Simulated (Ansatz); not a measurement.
Geometry optimisation, RKS PBE/6-31G* in Ansatz.

input.yaml

```yaml
crystal:
  periodic: [false, false, false]
  atoms:
    - { symbol: Al, position_ang: [0.0, 0.0, 0.0] }
    - { symbol: H, position_ang: [0.0, 0.0, 1.56] }
    - { symbol: "N", position_ang: [1.6627, 0.0, -0.96] }
    - { symbol: H, position_ang: [2.1293, -0.9179, -1.2118] }
    - { symbol: H, position_ang: [2.1141, 0.9179, -1.2382] }
    - { symbol: O, position_ang: [-1.5415, 0.0, -0.89] }
    - { symbol: Si, position_ang: [-2.6907, -1.2238, -0.8267] }
    - { symbol: H, position_ang: [-2.2881, -2.2198, 0.162] }
    - { symbol: H, position_ang: [-3.9833, -0.6595, -0.4496] }
    - { symbol: H, position_ang: [-2.8007, -1.8572, -2.1376] }
basis:
  gaussian: { orbitals: "6-31G*" }
hamiltonian:
  xc: pbe
relax:
  f_tol: 0.02
  max_steps: 40
```

Command:

```bash
$ ansatz run input.yaml --threads 1 --pin off --max-ram 2048MiB --backend cpu --events-out ev --progress --plain --runs-dir out
```

**Question.** Where does it end, and by what steps?

**Answer.** It converged. The force dipped under the threshold on the way, but the program's further checks kept it going. After 20 steps the energy has fallen by 0.873 eV; H4 moved furthest, 1.59 Å.

| step | energy less start (eV) | largest force component (eV/Å) | accepted |
| --- | --- | --- | --- |
| 0 | 0.0000 | 2.037 | yes |
| 1 | -0.3333 | 1.245 | yes |
| 2 | -0.4297 | 1.142 | yes |
| 3 | -0.5094 | 0.686 | yes |
| 4 | -0.5716 | 1.150 | yes |
| 5 | -0.6807 | 0.595 | yes |
| 6 | -0.7601 | 0.367 | yes |
| 7 | -0.8144 | 0.237 | yes |
| 8 | -0.8410 | 0.245 | yes |
| 9 | -0.8610 | 0.091 | yes |
| 10 | -0.8678 | 0.050 | yes |
| 11 | -0.8662 | 0.319 | no |
| 12 | -0.8689 | 0.147 | yes |
| 13 | -0.8705 | 0.090 | yes |
| 14 | -0.8713 | 0.039 | yes |
| 15 | -0.8720 | 0.016 | yes |
| 16 | -0.8660 | 0.218 | no |
| 17 | -0.8722 | 0.018 | yes |
| 18 | -0.8723 | 0.032 | yes |
| 19 | -0.8724 | 0.015 | yes |
| 20 | -0.8726 | 0.017 | yes |

```xyz
10
Properties=species:S:1:pos:R:3
Al 0.278 -0.422 0.027
H 0.471 -0.749 1.573
N 1.619 0.263 -0.927
H 2.541 0.469 -0.545
H 1.577 0.500 -1.918
O -1.212 -0.704 -0.787
Si -2.785 -1.208 -0.835
H -3.139 -2.067 0.348
H -3.719 -0.031 -0.846
H -3.029 -2.012 -2.080
```

Whether the end is a true minimum wasn't checked by a vibrational analysis.

Time of the run: 30 s on 1 thread of Intel(R) Xeon(R) 6975P-C (Granite Rapids), with other jobs on the host, peak memory 0.15 GiB.
